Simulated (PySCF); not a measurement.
Highest harmonic wavenumber (cm⁻¹) of eight silicon and germanium compounds: PBE-D3(BJ) beside PBE0-D3(BJ), computed with PySCF for isolated molecules in the bases named; differences from unrounded values. The eight are the first of their class met in an unordered collection, after screening for sound electronic states; none was chosen by its value. Each level has its own optimised geometry.

```tsv
molecule	basis	PBE0-D3(BJ)	PBE-D3(BJ)	difference
C₄H₅NSi, SMILES [SiH](C#C)(N)C#C	def2-SVP	3708	[?]	[?]
1-hydroxysilylpropan-2-one (C3H8O2Si), SMILES CC(=O)C[SiH2]O	def2-SVP	3710	3463	-248
C₄H₇FSi, SMILES [Si@H](C=C=C)(F)C	def2-SVP	3252	3152	-101
CH₇FO₂Si₂, SMILES [Si](O)(C[SiH3])(F)O	def2-SVP	3944	3774	-170
CH4ClFOSi, SMILES OC[Si@@H](F)Cl	def2-SVP	3883	3699	-184
C3H11NSi2, SMILES C=C([SiH3])C[SiH2]N	def2-SVP	3704	[?]	[?]
C2H7FO2Si, SMILES O[Si@H]([C@@H](C)O)F	def2-SVP	3939	3768	-171
FH6NOSi2, SMILES [Si@H](O)(N[SiH3])F	def2-SVP	3949	[?]	[?]
```

Task: What belongs in the gaps? (An estimate is asked for; the answer gives what the named calculation found.)

Result: 
- FH6NOSi2, SMILES [Si@H](O)(N[SiH3])F, PBE-D3(BJ): 3778
- FH6NOSi2, SMILES [Si@H](O)(N[SiH3])F, difference: -170
- C3H11NSi2, SMILES C=C([SiH3])C[SiH2]N, PBE-D3(BJ): 3569
- C3H11NSi2, SMILES C=C([SiH3])C[SiH2]N, difference: -135
- C₄H₅NSi, SMILES [SiH](C#C)(N)C#C, PBE-D3(BJ): 3573
- C₄H₅NSi, SMILES [SiH](C#C)(N)C#C, difference: -135

PBE-D3(BJ) lies below PBE0-D3(BJ) in 8 and above it in 0 of the eight; the mean signed difference is -164 and the largest -248 cm⁻¹.
